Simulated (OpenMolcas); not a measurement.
Cr4+ in a point-charge field

Cr4+ among 5 point charges of -2.5 e arranged as a square pyramid (C4v), 2.12 Å from the ion, with the axial distance 1.972 Å.
```
   2.1200    0.0000    0.0000  -2.50
   0.0000    2.1200    0.0000  -2.50
  -2.1200    0.0000    0.0000  -2.50
   0.0000   -2.1200    0.0000  -2.50
   0.0000    0.0000    1.9716  -2.50
```

```
Program             : OpenMolcas 26.06
Method              : CASSCF
Basis               : ANO-RCC-VDZP [5s4p2d1f]
Scalar Hamiltonian  : DKH2, point nucleus
Active space        : 2 electrons in 5 orbitals (3d)
State averaging     : 2S+1 = 3 even, 10 roots; 2S+1 = 1 even, 15 roots
Spin-orbit coupling : RASSI with atomic mean-field integrals over the reference wave functions
```

The lowest spin-free states, above the lowest:

```tsv
State	Degeneracy	E (cm-1)	Free-ion L (%)
2S+1 = 3	1	0.0	F (98)
2S+1 = 3	2	1046	F (99)
2S+1 = 3	1	2502	F (100)
2S+1 = 3	2	3723	F (99)
2S+1 = 3	1	5389	F (100)
2S+1 = 1	1	16361	D (95)
2S+1 = 1	1	17193	D (86)
2S+1 = 1	2	17981	D (93)
2S+1 = 1	1	19162	D (95)
2S+1 = 3	2	20103	P (98)
2S+1 = 1	1	23940	G (98)
2S+1 = 1	2	24448	G (96)
2S+1 = 1	1	25226	G (95)
2S+1 = 3	1	25899	P (98)
2S+1 = 1	1	27504	G (86)
2S+1 = 1	2	28423	G (97)
2S+1 = 1	1	32981	G (100)
2S+1 = 1	1	33180	G (97)
2S+1 = 1	1	64007	S (98)
```

The lowest levels with spin-orbit coupling:

```json
{"E (cm-1)": "0.0", "Degeneracy": "1", "2S+1": "3", "g": ""}
{"E (cm-1)": "126.0", "Degeneracy": "2", "2S+1": "3", "g": "0.00 0.00 3.72"}
{"E (cm-1)": "1180", "Degeneracy": "1", "2S+1": "3", "g": ""}
{"E (cm-1)": "1236", "Degeneracy": "1", "2S+1": "3", "g": ""}
{"E (cm-1)": "1328", "Degeneracy": "1", "2S+1": "3", "g": ""}
{"E (cm-1)": "1345", "Degeneracy": "2", "2S+1": "3", "g": "0.00 0.00 0.70"}
{"E (cm-1)": "1474", "Degeneracy": "1", "2S+1": "3", "g": ""}
{"E (cm-1)": "2803", "Degeneracy": "2", "2S+1": "3", "g": "0.00 0.00 2.91"}
{"E (cm-1)": "2903", "Degeneracy": "1", "2S+1": "3", "g": ""}
{"E (cm-1)": "3506", "Degeneracy": "1", "2S+1": "3", "g": ""}
{"E (cm-1)": "3623", "Degeneracy": "1", "2S+1": "3", "g": ""}
{"E (cm-1)": "3943", "Degeneracy": "2", "2S+1": "3", "g": "0.00 0.00 4.59"}
{"E (cm-1)": "4403", "Degeneracy": "1", "2S+1": "3", "g": ""}
{"E (cm-1)": "4411", "Degeneracy": "1", "2S+1": "3", "g": ""}
{"E (cm-1)": "5746", "Degeneracy": "2", "2S+1": "3", "g": "0.00 0.00 4.89"}
{"E (cm-1)": "5750", "Degeneracy": "1", "2S+1": "3", "g": ""}
{"E (cm-1)": "16604", "Degeneracy": "1", "2S+1": "1", "g": ""}
{"E (cm-1)": "17407", "Degeneracy": "1", "2S+1": "1", "g": ""}
{"E (cm-1)": "18193", "Degeneracy": "2", "2S+1": "1", "g": "0.00 0.00 1.88"}
{"E (cm-1)": "19329", "Degeneracy": "1", "2S+1": "1", "g": ""}
```

Powder χT (cm3 K/mol): 0.00365 at 2 K, 0.0182 at 10 K, 0.111 at 50 K, 0.265 at 100 K, 0.473 at 200 K, 0.626 at 300 K. The effective moment at 300 K is 2.828 √(χT) = 2.24 μB.

The lowest level has 2S+1 = 3, for which the spin-only value is χT = S(S+1) / 2 = 1.000 cm3 K/mol (g = 2). The computed 0.626 at 300 K differs by -0.374, through orbital momentum, spin-orbit coupling and any other state in reach.

Without dynamic correlation the repulsion within the d shell is too large (B by tens of per cent), so at a given field states of lower spin stand too high. This is an electrostatic model: the charges have no orbitals. An unlabelled pair can be two single states that coincide in this model. No measured value stands beside these numbers.

The RASSCF and RASSI steps took 5 s on 1 thread of Arm Neoverse V2, with other jobs on the host; the integral step is not counted.

With an even number of electrons the g values are those of a degenerate or nearly degenerate non-Kramers pair.
